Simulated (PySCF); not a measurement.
C5H4F2. Atoms are numbered in the order given.

```xyz
11

F      1.0849     0.0000    -1.3934
C      0.0000     0.0000    -0.5815
F     -1.0849     0.0000    -1.3934
C      0.0000     1.1943     0.3518
C      0.0000     0.7442     1.6112
C      0.0000    -0.7442     1.6112
C      0.0000    -1.1943     0.3518
H      0.0000     2.2226    -0.0083
H      0.0000     1.3546     2.5155
H      0.0000    -1.3546     2.5155
H      0.0000    -2.2226    -0.0083
```
Charge 0, spin multiplicity 1.

Geometry: PBE0-D3(BJ)/def2-SVP. Other conformers were not sampled.

Computed with PBE/def2-TZVP (PySCF).

Isolated molecule, no solvent.

* **total energy**: -392.29515 hartree
* **point group**: C2v
* **highest occupied level**: -5.94 eV
* **lowest empty level**: -2.81 eV
* **orbital gap**: 3.14 eV
* **dipole moment**: 0.463 e·Å
* **quadrupole, principal values (traceless, Buckingham form, about the centre of nuclear charge)**: -7.09, 1.36, 5.73 D·Å
* **mean static polarisability**: 55.0 bohr³ (8.15 Å³)
* **polarisability, principal values**: 38.9, 59.9, 66.3 bohr³
